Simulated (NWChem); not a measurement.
System: C2H5ClF2Si; SMILES C[Si@@H](Cl)C(F)F

Here is an NWChem input.

```
start job
memory heap 200 mb stack 900 mb global 1100 mb
geometry units angstroms noautoz
  C     -1.993436     1.094371     0.102642
  Si    -0.382197     0.459830    -0.580252
  Cl     1.206727     1.435549     0.310847
  C     -0.220392    -1.411336    -0.177051
  F      0.992869    -1.886738    -0.549939
  F     -0.361189    -1.601013     1.163025
  H     -2.080941     2.181611    -0.040815
  H     -2.054557     0.877878     1.179925
  H     -2.846938     0.610625    -0.398942
  H     -0.265407     0.622879    -2.055925
  H     -0.991962    -2.027194    -0.681847
end
basis spherical
  * library def2-svp
end
dft
  xc m06-2x
  iterations 150
  mulliken
end
task dft energy
```

NWChem printed, in part:

```
             Northwest Computational Chemistry Package (NWChem) 7.3.0
             --------------------------------------------------------

 C1  symmetry detected

                             Geometry "geometry" -> ""
                             -------------------------

 Output coordinates in angstroms (scale by  1.889725989 to convert to a.u.)

  No.       Tag          Charge          X              Y              Z
 ---- ---------------- ---------- -------------- -------------- --------------
    1 C                    6.0000    -2.01256062     1.04355855     0.08560575
    2 Si                  14.0000    -0.37651764     0.45958926    -0.58328950
    3 Cl                  17.0000     1.17455964     1.46598970     0.33979331
    4 C                    6.0000    -0.17064404    -1.41133763    -0.19954126
    5 F                    9.0000     1.05941538    -1.85033386    -0.56188211
    6 F                    9.0000    -0.32359566    -1.62049525     1.13629696
    7 H                    1.0000    -2.12684115     2.12975471    -0.04647646
    8 H                    1.0000    -2.08178792     0.81279598     1.15943063
    9 H                    1.0000    -2.84650249     0.54358657    -0.43269083
   10 H                    1.0000    -0.24511902     0.64310656    -2.05532601
   11 H                    1.0000    -0.91916585    -2.04118192    -0.72149108

 Effective nuclear repulsion energy (a.u.)     383.6681863393

                                 NWChem DFT Module
                                 -----------------

 Summary of "ao basis" -> "ao basis" (spherical)
 ------------------------------------------------------------------------------
       Tag                 Description            Shells   Functions and Types
 ---------------- ------------------------------  ------  ---------------------
 C                          def2-svp                 6       14   3s2p1d
 Si                         def2-svp                 8       18   4s3p1d
 Cl                         def2-svp                 8       18   4s3p1d
 F                          def2-svp                 6       14   3s2p1d
 H                          def2-svp                 3        5   2s1p

            General Information
            -------------------
          SCF calculation type: DFT
          Wavefunction type:  closed shell.
          No. of atoms     :    11
          No. of electrons :    66
           Alpha electrons :    33
            Beta electrons :    33
          Charge           :     0
          Spin multiplicity:     1
          Use of symmetry is: off; symmetry adaption is: off
          Maximum number of iterations: 150
          AO basis - number of functions:   117
                     number of shells:    55
          Convergence on energy requested:  1.00D-06
          Convergence on density requested:  1.00D-05
          Convergence on gradient requested:  5.00D-04

              XC Information
              --------------
                       M06-2X Method XC Functional
                     Hartree-Fock (Exact) Exchange  0.540
                        M06-2X Exchange Functional  1.000
                      M06-2X Correlation Potential  1.000

             Grid Information
             ----------------
          Grid used for XC integration:  medium
          Radial quadrature: Mura-Knowles
          Angular quadrature: Lebedev.
          Tag              B.-S. Rad. Rad. Pts. Rad. Cut. Ang. Pts.
          ---              ---------- --------- --------- ---------
          C                   0.70       49          11.0       434
          Si                  1.10       88           8.0       590
          Cl                  1.00       88          11.0       590
          F                   0.50       49          12.0       434
          H                   0.35       45          11.0       434
          Grid pruning is: on
          Number of quadrature shells:   597
          Spatial weights used:  Erf1

      Superposition of Atomic Density Guess
      -------------------------------------

 Sum of atomic energies:       -1024.39310237

      Non-variational initial energy
      ------------------------------

 Total energy =   -1026.558937
 1-e energy   =   -2181.612633
 2-e energy   =     771.385509
 HOMO         =      -0.297737
 LUMO         =       0.081423

     ---------------------------------------------
      Total Density - Mulliken Population Analysis
     ---------------------------------------------

    Atom       Charge   Shell Charges
 -----------   ------   -------------------------------------------------------
    1 C    6     6.59   1.99  0.96  0.27  2.12  1.23  0.01
    2 Si  14    13.14   2.00  1.99  1.01  0.16  5.93  1.04  0.80  0.21
    3 Cl  17    17.43   2.00  1.99  1.22  0.72  5.94  2.17  3.37  0.01
    4 C    6     5.34   1.99  0.90  0.28  1.48  0.61  0.09
    5 F    9     9.42   1.99  1.14  0.77  3.46  2.06  0.00
    6 F    9     9.43   1.99  1.14  0.78  3.46  2.06  0.00
    7 H    1     0.86   0.65  0.18  0.03
    8 H    1     0.86   0.65  0.19  0.03
    9 H    1     0.86   0.65  0.18  0.03
   10 H    1     1.09   0.70  0.37  0.01
   11 H    1     0.97   0.72  0.24  0.02

   convergence    iter        energy       DeltaE   RMS-Dens  Diis-err
 ---------------- ----- ----------------- --------- --------- ---------
 d= 0,ls=0.0,diis     1  -1027.9527343136 -1.41D+03  1.04D-02  9.10D-01
 d= 0,ls=0.0,diis     2  -1027.9680571349 -1.53D-02  4.78D-03  1.01D+00
 d= 0,ls=0.0,diis     3  -1028.0623976834 -9.43D-02  6.69D-04  9.02D-03
 d= 0,ls=0.0,diis     4  -1028.0631374226 -7.40D-04  2.64D-04  1.45D-03
 d= 0,ls=0.0,diis     5  -1028.0632854668 -1.48D-04  6.26D-05  3.70D-05
  Resetting Diis
 d= 0,ls=0.0,diis     6  -1028.0632910618 -5.59D-06  1.67D-05  2.86D-06
 d= 0,ls=0.0,diis     7  -1028.0632914643 -4.03D-07  5.17D-06  2.24D-07

         Total DFT energy =    -1028.063291464343
      One electron energy =    -2184.667836844436
           Coulomb energy =      855.678947256558
    Exchange-Corr. energy =      -82.742588215763
 Nuclear repulsion energy =      383.668186339298

 Numeric. integr. density =       66.000009753061

                       DFT Final Molecular Orbital Analysis
                       ------------------------------------

 Vector   31  Occ=2.000000D+00  E=-4.045905D-01
              MO Center=  7.2D-01,  6.9D-01,  1.7D-01, r^2= 3.4D+00
   Bfn.  Coefficient  Atom+Function         Bfn.  Coefficient  Atom+Function
  ----- ------------  ---------------      ----- ------------  ---------------
    44      0.383209   3 Cl py               41      0.284410   3 Cl py
    43     -0.257053   3 Cl px               45     -0.233719   3 Cl pz
    40     -0.201369   3 Cl px               42     -0.181369   3 Cl pz
    69     -0.180919   5 F  py               38      0.163732   3 Cl py
    83     -0.163592   6 F  py               55     -0.149991   4 C  py

 Vector   32  Occ=2.000000D+00  E=-3.743064D-01
              MO Center=  3.3D-01,  1.2D+00, -9.0D-02, r^2= 3.3D+00
   Bfn.  Coefficient  Atom+Function         Bfn.  Coefficient  Atom+Function
  ----- ------------  ---------------      ----- ------------  ---------------
    45      0.432242   3 Cl pz               42      0.314917   3 Cl pz
    43     -0.308561   3 Cl px               40     -0.223921   3 Cl px
     4     -0.208633   1 C  px              108      0.207007  10 H  s
    39      0.181003   3 Cl pz                3     -0.170240   1 C  s
   109      0.168430  10 H  s                 7     -0.141366   1 C  px

 Vector   33  Occ=2.000000D+00  E=-3.573200D-01
              MO Center=  6.3D-02, -2.7D-01, -1.1D-01, r^2= 3.9D+00
   Bfn.  Coefficient  Atom+Function         Bfn.  Coefficient  Atom+Function
  ----- ------------  ---------------      ----- ------------  ---------------
    55      0.353584   4 C  py               44      0.318284   3 Cl py
    53      0.244461   4 C  s                69      0.233831   5 F  py
    41      0.229549   3 Cl py               83      0.227373   6 F  py
    23     -0.215042   2 Si py              113     -0.196167  11 H  s
    72     -0.183613   5 F  py               86     -0.176581   6 F  py

 Vector   34  Occ=0.000000D+00  E= 5.179013D-02
              MO Center= -3.6D-01,  3.1D-01, -6.5D-01, r^2= 3.8D+00
   Bfn.  Coefficient  Atom+Function         Bfn.  Coefficient  Atom+Function
  ----- ------------  ---------------      ----- ------------  ---------------
    25      1.073647   2 Si px                3      0.704811   1 C  s
    36     -0.596142   3 Cl s                26      0.575463   2 Si py
    53      0.409012   4 C  s                27      0.398898   2 Si pz
    43      0.392370   3 Cl px               17      0.364345   2 Si s
    44      0.297310   3 Cl py               45      0.295148   3 Cl pz

 Vector   35  Occ=0.000000D+00  E= 7.174249D-02
              MO Center= -1.0D+00,  7.0D-01, -3.2D-01, r^2= 5.5D+00
   Bfn.  Coefficient  Atom+Function         Bfn.  Coefficient  Atom+Function
  ----- ------------  ---------------      ----- ------------  ---------------
     3      2.120353   1 C  s                26     -0.854499   2 Si py
   104     -0.687360   9 H  s                94     -0.664809   7 H  s
    25      0.585868   2 Si px               99     -0.569152   8 H  s
    18     -0.519990   2 Si s                27     -0.399444   2 Si pz
    53     -0.289645   4 C  s                43     -0.273033   3 Cl px

[...]
```

Level: M06-2X/def2-SVP. The geometry was optimised at PBE0/def2-SVP.
